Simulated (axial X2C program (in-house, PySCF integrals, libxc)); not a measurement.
## Low determinants of TiP at the PBE0 level, two-component

All values were computed with an in-house relativistic program for diatomic molecules. Two-component (2c) means X2C with spin–orbit coupling and atomic mean-field two-electron Coulomb and Gaunt terms; the speed of light was multiplied by 0.9, so these are model numbers, not those of the real molecule. Basis: Ti dyall-v3z [10s10p6d3f2g], P dyall-v3z [8s7p2d1f] (cores contracted in-house); Gaussian nuclei, density fitting, unrestricted open shells. Masses: Ti 47.948 u, P 30.974 u.

Search at 2.190 Å (vertical energies from the lowest determinant):

```tsv
ΔE (eV)	state	electrons beyond evenly filled partner blocks	electrons in ±ω = 1/2, 3/2, 5/2, 7/2
0.00	Ω = 3/2	ω = 3/2	28 9 0 0
0.03	Ω = 5/2	ω = 5/2	28 8 1 0
0.17	Ω = 1/2	ω = 1/2	29 8 0 0
0.21	Ω = 5/2	ω = -1/2, 2 × ω = 3/2	29 8 0 0
0.25	Ω = 9/2	ω = 1/2, ω = 3/2, ω = 5/2	29 7 1 0
0.27	Ω = 7/2	2 × ω = 1/2, ω = 5/2	28 8 1 0
0.30	Ω = 1/2	2 × ω = -1/2, ω = 3/2	28 9 0 0
```

Lowest determinant, Ω = 3/2 (⟨Sz⟩ = -0.50, ⟨Lz⟩ = 2.00 at PBE0): Re = 2.145 Å, ωe = 427.1 cm⁻¹.

The determinant in row 2 of the search, Ω = 5/2 (⟨Sz⟩ = 0.50, ⟨Lz⟩ = 2.00 at PBE0), was followed along the bond at PBE0; measured from the minimum of the lowest determinant it gives:

Te = 0.031 eV (248 cm⁻¹), Re = 2.145 Å, ωe = 426.7 cm⁻¹.

(1) Compare the bond of the determinant in row 2 with that of the lowest one.

The search compares states at one distance, so a state with another bond length can lie lower; it is not exhaustive and yields mostly the lowest determinant of each block pattern, so other components and higher states of one pattern are missing. These are energies of single determinants, not of spin-adapted states; PBE0 term energies can be off by some tenths of an eV, and the functional has no current term. The lowest determinant need not be the ground state where others lie within half an eV.

Answers

(1) At PBE0 its Re is the same within 0.001 Å and its force constant, which goes as ωe², is 1.00 times that of the lowest determinant. T0 ≈ Te + Δωe/2 = 248 + (0) = 248 cm⁻¹.
